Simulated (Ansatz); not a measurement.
Gas-phase electronic energies from Ansatz, PBE0-D4/def2-TZVP geometries. CBS: MP2 limit from def2 TZ/QZ plus the TZ coupled-cluster correction, frozen cores. This one scheme is used for every species. Functionals use def2-TZVPP. B3LYP here is the variant with VWN-RPA as its local correlation; programs differ in this. HSE06 is defined as in plane-wave codes. Elements past krypton have def2 core potentials. For Sb outer-core shells are correlated without core-valence functions, which leaves a few kJ/mol of doubt a bond.

Reaction (formal hydrolysis of the Sb–N bond): `[SiH3][NH][SbH2]` + H₂O → `[OH][SbH2]` + `N[SiH3]`

```json
{"level": "PBE-D4", "ΔE (kcal/mol)": "-1.4", "difference from CCSD(T)/CBS": "-1.7"}
{"level": "revPBE-D4", "ΔE (kcal/mol)": "-0.9", "difference from CCSD(T)/CBS": "-1.2"}
{"level": "r2SCAN-D4", "ΔE (kcal/mol)": "-2.0", "difference from CCSD(T)/CBS": "-2.3"}
{"level": "r2SCAN0-D4", "ΔE (kcal/mol)": "-0.9", "difference from CCSD(T)/CBS": "-1.2"}
{"level": "HSE06-D4", "ΔE (kcal/mol)": "-0.3", "difference from CCSD(T)/CBS": "-0.6"}
{"level": "B2PLYP", "ΔE (kcal/mol)": "-1.9", "difference from CCSD(T)/CBS": "-2.2"}
{"level": "PBE-QIDH", "ΔE (kcal/mol)": "0.1", "difference from CCSD(T)/CBS": "-0.2"}
{"level": "BLYP", "ΔE (kcal/mol)": "-4.8", "difference from CCSD(T)/CBS": "-5.1"}
{"level": "B3LYP", "ΔE (kcal/mol)": "-3.6", "difference from CCSD(T)/CBS": "-3.9"}
{"level": "HSE06", "ΔE (kcal/mol)": "-1.6", "difference from CCSD(T)/CBS": "-1.9"}
{"level": "LC-ωPBE", "ΔE (kcal/mol)": "-1.9", "difference from CCSD(T)/CBS": "-2.2"}
{"level": "RPA@PBE/def2-TZVPP", "ΔE (kcal/mol)": "-0.1", "difference from CCSD(T)/CBS": "-0.4"}
{"level": "CCSD/def2-SVP", "ΔE (kcal/mol)": "0.8", "difference from CCSD(T)/CBS": "0.5"}
{"level": "CCSD(T)/def2-SVP", "ΔE (kcal/mol)": "1.0", "difference from CCSD(T)/CBS": "0.7"}
{"level": "CCSD/def2-TZVPP", "ΔE (kcal/mol)": "0.3", "difference from CCSD(T)/CBS": "0.0"}
{"level": "HF/def2-QZVPP", "ΔE (kcal/mol)": "-2.5", "difference from CCSD(T)/CBS": "-2.8"}
{"level": "CCSD(T)/CBS", "ΔE (kcal/mol)": "0.3", "difference from CCSD(T)/CBS": "0"}
```

(1) What do rigid-rotor, harmonic-oscillator terms from PBE0-D4/def2-TZVP frequencies (298.15 K, 1 bar) make of the CCSD(T)/CBS value? (Estimate.)

Largest T1 diagnostic among the species: 0.014.

Answers

(1) Ansatz gave: ΔZPE = +0.8 kcal/mol, ΔH = +0.5 kcal/mol, ΔS = 11 J/(mol·K), ΔG = -0.3 kcal/mol.

The D4 term adds +2.4 kcal/mol with B3LYP and +1.3 kcal/mol with PBE0; it sums over pairs of atoms, weighted by their polarisabilities, and B3LYP, whose exchange is more repulsive, gets the larger term. From BLYP to BHLYP (50 % exact exchange), in def2-TZVPP and without D4, ΔE moves by +2.2 kcal/mol. In def2-TZVPP, CCSD(T) changes the Hartree–Fock value by +2.8 kcal/mol (the triples alone add +0.3 kcal/mol) and MP2 by +3.7 kcal/mol.
